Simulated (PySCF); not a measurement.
Choosing a molecule for a target property.

Each SMILES stands for a single optimised conformer of the isolated species, non-relativistic unless stated; the electronic structure was computed with PySCF and density fitting.

Dipoles, sizes and rotational constants follow the conformer. The torsions of the flexible species, by atom-mapped SMILES:
- `[CH2:1][S@@:2](=[O:3])/[CH:4]=[CH:5]/[C:6]([F:7])([F:8])[F:9]`: C1–S2–C4–C5 -114°, C4–C5–C6–F7 -130°
- `[CH2:1][CH2:2][C:3]([CH3:4])=[S:5]`: C1–C2–C3–C4 167°
- `[CH2:1][O:2][c:3]1[cH:4][cH:5][cH:6][o:7]1`: C1–O2–C3–C4 -179°
- `[CH2:1][CH2:2][CH:3]([Cl:4])[Cl:5]`: C1–C2–C3–Cl4 -175°

(1) Wanted: smallest rotational constant between 1.72 GHz and 2 GHz (GFN2-xTB) and isotropic g value below 2.0036 (unrestricted B3LYP/pcH-1, mean-field spin–orbit), at GFN2-xTB geometries. Which candidate meets both?
A. `C[SiH2]` [radical]
B. `C[C@H]1[CH]SC1` [radical]
C. `[CH2]CC(Cl)Cl` [radical]
D. `[CH2]Oc1ccco1` [radical]
E. `[CH2]C1=COC(=O)C1` [radical]
F. `[CH2]CC(=S)C` [radical]
G. `[CH2][S@@](=O)/C=C/C(F)(F)F` [radical]

Results:

(1) D. Computed values:
| species | smallest rotational constant | isotropic g value |
| --- | --- | --- |
| [CH2][S@@](=O)/C=C/C(F)(F)F [radical] | 0.610 GHz | 2.00279 |
| [CH2]CC(Cl)Cl [radical] | 1.569 GHz | 2.00356 |
| [CH2]C1=COC(=O)C1 [radical] | 1.691 GHz | 2.00294 |
| [CH2]Oc1ccco1 [radical] | 1.743 GHz | 2.00305 |
| [CH2]CC(=S)C [radical] | 2.171 GHz | 2.00237 |
| C[C@H]1[CH]SC1 [radical] | 2.563 GHz | 2.00485 |
| C[SiH2] [radical] | 10.972 GHz | 2.00370 |
